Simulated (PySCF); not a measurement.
**TiB: from constants to spectrum**

r²SCAN constants of TiB, ⁶Δ (sextet), unpaired electrons σ ↑↑, π ↑↑, δ ↑ (Ti def2-TZVPP, B def2-TZVPP; no relativity (PySCF 2.14); masses 47.9479 and 11.0093 u):

| Property | Result |
| --- | --- |
| ωe | 618.7 cm⁻¹ |
| ωexe | 3.55 cm⁻¹ |
| Be | 0.44911 cm⁻¹ |
| αe | 0.00335 cm⁻¹ |

Q: What force constant and bond length do these constants imply?

A: Reduced mass μred = 8.9535 u; k = 5.8918×10⁻⁷·μred·ωe² (u, cm⁻¹, mdyn/Å) = 2.02 mdyn/Å; Re = √(16.8576/(μred·Be)) (u, cm⁻¹, Å) = 2.048 Å.

Q: Estimate the centrifugal constant D from the Kratzer relation and find the Dunham coefficient a1.

A: D = 4Be³/ωe² = 9.47e-07 cm⁻¹; a1 = −1 − αeωe/(6Be²) = -2.71.

De is left out where the level can put another filling of the metal’s s and d shells below the measured ground configuration, by anything from nothing to about 1 eV. With d or f electrons several states lie close, and the lowest PBE0 determinant need not be the measured ground state.
